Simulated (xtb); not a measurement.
xtb input (GFN2-xTB):

```bash
xtb mol.xyz --gfn 2 --ohess tight --chrg 1 --uhf 0
```
mol.xyz:
```
4

Se     0.20945961    -0.11854286     0.29052878
F      0.78643373     1.03425246    -0.92926449
F     -0.55856065    -1.21558586    -0.91363145
H     -0.43858512     0.23440930     1.51475752
```

End of the output:

```
optimized geometry written to: xtbopt.xyz

           -------------------------------------------------
          | TOTAL ENERGY              -12.617000801270 Eh   |
          | TOTAL ENTHALPY            -12.601468582284 Eh   |
          | TOTAL FREE ENERGY         -12.633530018656 Eh   |
          | GRADIENT NORM               0.000122188241 Eh/α |
          | HOMO-LUMO GAP               5.143339494068 eV   |
           -------------------------------------------------

------------------------------------------------------------------------
------------------------------------------------------------------------
 total:
 SCF:
 ANC optimizer:
 analytical hessian:
```

It need not be the lowest isomer of its formula.
